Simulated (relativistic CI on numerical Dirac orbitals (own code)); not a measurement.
**What each ingredient does to the levels of La48+**

Base calculation: Dirac-Coulomb-Breit CI, KLI orbitals optimised for each configuration, QED by a radiative potential, unscaled Slater integrals.

CI space (outside the closed core 1s2): 2s2.2p5, 2s.2p6, 2p6.3s, 2p6.3p, 2p6.3d, 2s2.2p4.3s, 2s2.2p4.3p, 2s2.2p4.3d, 2s.2p5.3s, 2s.2p5.3p, 2s.2p5.3d, 2s2.2p4.4s, 2s2.2p4.4p, 2s2.2p4.4d, 2s2.2p4.4f, 2s.2p5.4s, 2s.2p5.4p, 2s2.2p3.3s2, 2s.2p5.4d, 2s.2p5.4f, 2s2.2p3.3s.3p, 2s2.2p4.5s, 2s2.2p4.5p, 2s2.2p4.5d, 2s2.2p4.5f, 2s2.2p4.5g, 2s2.2p3.3s.3d, 2s2.2p3.3p2, 2s2.2p3.3p.3d, 2s.2p4.3s2, 2s2.2p3.3d2, 2s.2p4.3s.3p, 2s.2p4.3s.3d, 2s.2p4.3p2, 2s.2p5.5s, 2s.2p5.5p. Levels of other configurations are missing.

Variants: (1) configuration mixing switched off. Shifts of the energy above 2s2.2p5 2P°_3/2, in eV, for the lowest level and the first level of each name with at least 55 % of one term (blank where a level changes its place among those of its configuration and J or its character, or is not in the variant):

```tsv
Level	Base	Δ(1)
2s2.2p5 2P°_3/2	0.00	0.00
2s2.2p5 2P°_1/2	426.58	-0.07
2s.2p6 2S_1/2	755.90	+0.41
2s2.2p4.3s 4P_5/2	4860.96	+0.39
2s2.2p4.3s 2P_3/2	4868.98	+0.46
2s2.2p4.3s 2S_1/2	4905.41	+3.02
2s2.2p4.3p 2P°_1/2	4995.50	+2.63
2s2.2p4.3p 4D°_7/2	5071.35	-0.69
2s2.2p4.3d 4F_9/2	5206.24	-0.95
2s2.2p4.3d 2D_3/2	5218.11	+1.47
2s2.2p4.3s 4P_3/2	5286.95	+0.27
2s2.2p4.3s 2P_1/2	5293.72	+0.56
2s2.2p4.3s 2D_5/2	5305.75	-0.18
2s2.2p4.3s 2D_3/2	5309.24	+0.53
```

At this charge energies of transitions that change n are usually good to better than 1 %, and those within a shell (Δn = 0) to a few per cent.

Ionisation energy from the two ground configurations alone: base 8913.34 eV. The NIST ASD value (theoretical) is 8914 eV.

LS names give the leading component of a level, which can be under half, so a name can repeat, a term be missing and a line seem to break the LS rules.
